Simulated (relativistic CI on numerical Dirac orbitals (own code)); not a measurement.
**Calculated levels, Zn XVII**

Computed by Dirac-Coulomb-Breit CI, separate exchange-only KLI orbitals for each configuration, model QED (radiative potential, 1s self-energy scaled to tabulated hydrogen-like ionisation energies), unscaled Slater integrals (own radial code, finite nucleus).

Configuration list (outside the closed core [Ne]): 3s²3p², 3s3p³, 3s²3p3d, 3p⁴, 3s3p²3d, 3p³3d, 3s3p3d², 3s²3p4s, 3s²3d4p, 3p³4s, 3s²3p4p, 3p³4p, 3s3p3d4s, 3s²3d², 3s3d³, 3p²3d², 3p3d³, 3p3d²4s, 3p3d²4p, 3s²3d4s, 3s3d²4s. Double excitations out of closed p, d and f shells are left out; levels of such configurations are missing from the list, as are those of other unlisted configurations, and high levels can miss mixing partners.

The lowest level is 3s²3p² ³P0, with 90 % of that term; Hund's rules for 3s²3p² give ³P with J = 0, in agreement.

| No. | Configuration | Term | J | E (cm⁻¹) | % | Lifetime (s) | jj configuration (%) |
| --- | --- | --- | --- | --- | --- | --- | --- |
| 1 | 3s²3p² | ³P | 0 | 0 | 90 |  | 3p1/2^2 (86) |
| 2 | 3s²3p² | ³P | 1 | 22552 | 97 | 5.22e-03 | 3p1/2 3p3/2 (97) |
| 3 | 3s²3p² | ³P | 2 | 39002 | 78 | 2.06e-02 | 3p1/2 3p3/2 (75) |
| 4 | 3s²3p² | ¹D | 2 | 84485 | 78 | 8.31e-04 | 3p3/2^2 (74) |
| 5 | 3s²3p² | ¹S | 0 | 140142 | 89 | 1.61e-04 | 3p3/2^2 (85) |
| 6 | 3s3p³ | ⁵S° | 2 | 294651 | 96 | 1.70e-08 | 3s 3p1/2 3p3/2^2 (50) |
| 7 | 3s3p³ | ³D° | 1 | 387482 | 79 | 3.25e-10 | 3s 3p3/2 (43) |
| 8 | 3s3p³ | ³D° | 2 | 388151 | 77 | 3.93e-10 | 3s 3p1/2 3p3/2^2 (56) |
| 9 | 3s3p³ | ³D° | 3 | 396472 | 88 | 4.84e-10 | 3s 3p1/2 3p3/2^2 (88) |
| 10 | 3s3p³ | ³P° | 0 | 445967 | 89 | 1.49e-10 | 3s 3p1/2 3p3/2^2 (89) |
| 11 | 3s3p³ | ³P° | 1 | 448395 | 81 | 1.43e-10 | 3s 3p1/2 3p3/2^2 (62) |
| 12 | 3s3p³ | ³P° | 2 | 449942 | 63 | 1.68e-10 | 3s 3p3/2^3 (42) |
| 13 | 3s3p³ | ¹D° | 2 | 491500 | 44 | 1.33e-10 | 3s 3p1/2 3p3/2^2 (30) |
| 14 | 3s3p³ | ³S° | 1 | 553539 | 68 | 1.18e-11 | 3s 3p1/2 3p3/2^2 (56) |
| 15 | 3s²3p3d | ³F° | 2 | 563815 | 95 | 5.01e-10 | 3p1/2 3d3/2 (74) |
| 16 | 3s²3p3d | ³F° | 3 | 577764 | 96 | 8.33e-10 | 3p1/2 3d5/2 (56) |
| 17 | 3s3p³ | ¹P° | 1 | 596630 | 60 | 1.50e-11 | 3s 3p3/2^3 (56) |
| 18 | 3s²3p3d | ³F° | 4 | 600160 | 97 | 2.13e-03 | 3p3/2 3d5/2 (97) |
| 19 | 3s²3p3d | ³P° | 2 | 636987 | 49 | 1.41e-11 | 3p1/2 3d5/2 (71) |
| 20 | 3s²3p3d | ³D° | 1 | 648583 | 45 | 1.18e-11 | 3p1/2 3d3/2 (67) |
| 21 | 3s²3p3d | ¹D° | 2 | 664289 | 36 | 1.13e-11 | 3p3/2 3d3/2 (33) |
| 22 | 3s²3p3d | ³P° | 0 | 666710 | 87 | 1.49e-11 | 3p3/2 3d3/2 (87) |
| 23 | 3s²3p3d | ³P° | 1 | 673090 | 47 | 1.22e-11 | 3p3/2 3d3/2 (76) |
| 24 | 3s²3p3d | ³D° | 3 | 675610 | 83 | 1.09e-11 | 3p3/2 3d5/2 (51) |
| 25 | 3s²3p3d | ³D° | 2 | 678314 | 51 | 1.20e-11 | 3p3/2 3d5/2 (44) |
| 26 | 3s²3p3d | ¹F° | 3 | 737367 | 94 | 1.03e-11 | 3p3/2 3d3/2 (39) |
| 27 | 3s²3p3d | ¹P° | 1 | 756567 | 84 | 1.27e-11 | 3p3/2 3d5/2 (64) |
| 28 | 3p⁴ | ³P | 2 | 794766 | 50 | 7.98e-11 | 3p3/2^2 (58) |
| 29 | 3p⁴ | ³P | 1 | 822341 | 52 | 8.29e-11 | 3p1/2 3p3/2^3 (52) |
| 30 | 3p⁴ | ³P | 0 | 825700 | 52 | 7.13e-11 | 3p3/2^2 (36) |

Energies count from the lowest computed level; ° marks odd parity; lifetimes are radiative, by E1, M1, E2, M2, E3 decay to levels of this space only. Filled j subshells are mostly left out of the jj labels.

The mean weight of the leading LS term, summed over parents, in these 30 levels is 73 %, and that of the leading jj configuration (from the same eigenvectors) 63 %, so LS coupling describes them better.

At this charge energies of transitions that change n are usually good to better than 1 %, and those within a shell (Δn = 0) to a few per cent.

LS names give the leading component of a level, which can be under half, so a name can repeat, a term be missing and a line seem to break the LS rules.
